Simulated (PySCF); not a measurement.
Compound: C6H13NP (charge +1).
Geometry (PBE0-D3(BJ)/def2-SVP, Å), atoms numbered from 1 in this order:
```
atom  x, y, z in Å
C1     2.2584   -1.3115    0.4094
N2     1.0516   -0.6673    0.9168
P3     0.1105    0.3469    0.0134
C4     1.1394    1.6491   -0.6580
C5    -1.2600    0.8919    1.0716
C6    -2.3871   -0.0015    0.6181
C7    -2.2143   -0.6736   -0.5268
C8    -0.9144   -0.4658   -1.2610
H9     2.9101   -0.5717   -0.0755
H10    2.0526   -2.1278   -0.3026
H11    2.8192   -1.7233    1.2584
H12    0.5349   -1.2131    1.6030
H13    0.5023    2.3731   -1.1861
H14    1.6740    2.1504    0.1616
H15    1.8659    1.2364   -1.3728
H16   -1.4723    1.9622    0.8989
H17   -0.9932    0.7889    2.1358
H18   -3.3017   -0.0644    1.2128
H19   -2.9759   -1.3376   -0.9430
H20   -0.4474   -1.4005   -1.6111
H21   -1.0321    0.1871   -2.1443
```

All values: PBE0/pcSseg-1 and CAM-B3LYP/def2-SVPD (PySCF, non-relativistic), on one gas-phase PBE0-D3(BJ)/def2-SVP geometry that isn't relaxed in the solvent. The solvent is an IEF-PCM continuum (van der Waals radii × 1.2). Specific hydrogen bonds and non-electrostatic terms are outside this model.

Gas phase at PBE0/pcSseg-1: HOMO -11.68 eV, LUMO -4.13 eV.

Task: What does the continuum do to the energy and the frontier levels at PBE0/pcSseg-1 in tetrahydrofuran and dimethylsulfoxide?

Result: 
```csv
solvent,ε,E(solvent) − E(gas) (kcal/mol),polarisation term (kcal/mol),distortion of the solute (kcal/mol),HOMO (eV),LUMO (eV)
tetrahydrofuran,7.426,-46.03,-46.60,0.57,-8.22,-0.65
dimethylsulfoxide,46.83,-52.29,-53.15,0.86,-7.79,-0.21
```

The polarisation term is half the interaction of the solute with the surface charges that it induces; the rest is the cost of distorting the solute's density. The sum is the electrostatic part of solvation alone. From tetrahydrofuran to dimethylsulfoxide the lowering changes by a factor 1.14, Born's factor 1 − 1/ε by 1.13 and ε itself by 6.3.

Task: Which radius a makes Born's formula ΔE = −(q²/2a)(1 − 1/ε) give the value in dimethylsulfoxide?

Result: a = q²(1 − 1/ε)/(2|ΔE|) = 3.11 Å, with q = +1 e and |ΔE| = 0.0833 Eh; the farthest nucleus lies 3.54 Å from the centroid of the nuclei. The formula assumes a point charge at the centre of a sphere.

Task: Which IAO charges (PBE0/pcSseg-1) respond most in dimethylsulfoxide (means over atoms taken as equivalent)?

Result: 
| atoms | environment | gas (e) | solvent (e) | change |
| --- | --- | --- | --- | --- |
| P3 | phosphorus bonded to 3 C and N | +1.358 | +1.376 | +0.018 |
| H12 | N–H hydrogen | +0.292 | +0.304 | +0.012 |
| H18/H19 | vinylic hydrogen | +0.186 | +0.175 | -0.011 |
| C6/C7 | alkene CH carbon | -0.148 | -0.155 | -0.007 |
| H9/H10/H11 | methyl hydrogen | +0.165 | +0.160 | -0.005 |
| N2 | nitrogen bonded to C, P and H | -0.613 | -0.618 | -0.005 |
| H16/H21 | methylene hydrogen | +0.189 | +0.193 | +0.004 |
| C1 | N-methyl carbon | -0.311 | -0.307 | +0.004 |
| H17/H20 | methylene hydrogen | +0.188 | +0.191 | +0.003 |
| C5/C8 | sp3 carbon bound to phosphorus | -0.494 | -0.493 | +0.001 |
| C4 | sp3 carbon bound to phosphorus | -0.652 | -0.651 | +0.001 |
| H13/H14/H15 | methyl hydrogen | +0.197 | +0.198 | +0.001 |

Task: Which Mayer bond orders change most in dimethylsulfoxide?

Result: 
```json
{"bond": "C1–N2", "length (Å)": "1.459", "gas": "0.908", "solvent": "0.921", "change": "+0.013"}
{"bond": "N2–H12", "length (Å)": "1.018", "gas": "0.901", "solvent": "0.894", "change": "-0.007"}
{"bond": "C7–H19", "length (Å)": "1.093", "gas": "0.959", "solvent": "0.964", "change": "+0.005"}
{"bond": "C1–H11", "length (Å)": "1.098", "gas": "0.956", "solvent": "0.960", "change": "+0.004"}
{"bond": "C6–H18", "length (Å)": "1.093", "gas": "0.960", "solvent": "0.964", "change": "+0.004"}
{"bond": "P3–C4", "length (Å)": "1.790", "gas": "1.097", "solvent": "1.100", "change": "+0.003"}
{"bond": "C4–H14", "length (Å)": "1.099", "gas": "0.916", "solvent": "0.919", "change": "+0.003"}
{"bond": "N2–P3", "length (Å)": "1.652", "gas": "1.145", "solvent": "1.143", "change": "-0.002"}
```

Gas phase at CAM-B3LYP/def2-SVPD: HOMO -12.98 eV, LUMO -3.02 eV.

Task: What does the continuum do to the energy and the frontier levels at CAM-B3LYP/def2-SVPD in dimethylsulfoxide?

Result: 
```csv
solvent,ε,E(solvent) − E(gas) (kcal/mol),polarisation term (kcal/mol),distortion of the solute (kcal/mol),HOMO (eV),LUMO (eV)
dimethylsulfoxide,46.83,-52.55,-53.64,1.09,-9.05,0.93
```

Task: How does the static polarisability (CAM-B3LYP/def2-SVPD, frozen core, with the continuum's full static response) change?

Result: 
| medium | isotropic (au) | principal values (au) | ⟨r²⟩ of the electrons (bohr²) |
| --- | --- | --- | --- |
| gas | 91.1 | 82.4, 90.0, 101.1 | 1159.4 |
| dimethylsulfoxide | 126.4 | 114.0, 130.6, 134.6 | 1162.5 |

The isotropic value in dimethylsulfoxide is 1.39 times the gas-phase one; no cavity-field correction is applied. ⟨r²⟩ is taken about the centre of nuclear charge.
